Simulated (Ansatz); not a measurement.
Job for Ansatz (a first-principles code): R-r2SCAN/def2-TZVPP on CH3Li (SMILES [Li][CH3]), atoms moved off the minimum.

Ansatz 0.2 input:
```yaml
crystal:
  periodic: [false, false, false]
  atoms:
    - {symbol: Li, position_ang: [-1.08138771, -0.67307329, -0.81043075]}
    - {symbol: C, position_ang: [0.32168580, 0.26136534, 0.20214790]}
    - {symbol: H, position_ang: [0.88268365, -0.54315480, 0.94541301]}
    - {symbol: H, position_ang: [-0.07349381, 0.97249617, 1.00913719]}
    - {symbol: H, position_ang: [1.00565581, 0.75176873, -0.42103860]}
basis:
  gaussian:
    orbitals: def2-TZVPP
hamiltonian:
  xc: {name: r2SCAN}
scf: {lower_state_search: off}
output: {forces: true}
```

The log:

```
WARN ansatz: RAYON_NUM_THREADS=1 ignored (pool sized by the plan → 1); use --threads N
Functional definition: r2SCAN
these checks for a lower state are left out or cut short: stability, starts, cluster_reference, orbital_swaps, neighbouring_geometries, increment
integrals: 0.02 GiB planned
502 factors; their error is unknown
mean field: 0.19 GiB planned
mean field evaluation 1: about -1278.6243 eV, gradient 6.4e1 eV
mean field evaluation 2: about -1246.5305 eV, gradient 9.0e1 eV
mean field evaluation 4: about -1288.8180 eV, gradient 3.0e0 eV
mean field evaluation 8: about -1288.8572 eV, gradient 7.7e-2 eV
mean field evaluation 16: about -1288.8489 eV, gradient 5.8e-3 eV
mean field -1288.84893883 eV, -47.3643248889 hartree, gradient 5.4e-6 eV, S^2 0.000000; 0 other end points of the search recorded, 0 dependent functions left out
the calculation of the forces begins
reference -1288.84895802 eV, -47.3643255940 hartree; 6, 6 occupied and 86, 86 virtual orbitals, 502 factors
Total energy: -1288.84895802 eV, -47.3643255940 hartree
Atom 0 at    -1.081388    -0.673073    -0.810431 Å, force    -0.040740    -0.027407     0.038102 eV/Å
Atom 1 at     0.321686     0.261365     0.202148 Å, force    -0.975686    -2.060225     3.768832 eV/Å
Atom 2 at     0.882684    -0.543155     0.945413 Å, force    -0.880410     1.760874    -2.004548 eV/Å
Atom 3 at    -0.073494     0.972496     1.009137 Å, force     0.471361    -0.491906    -1.195112 eV/Å
Atom 4 at     1.005656     0.751769    -0.421039 Å, force     1.425475     0.818664    -0.607274 eV/Å
Dipole moment:    -0.844953    -0.561258    -0.645073 e Å
Checks for a lower state left out: stability, starts, cluster_reference, orbital_swaps, neighbouring_geometries, increment
```

The run converged.

Cost: around 1.3 core-seconds (rough).
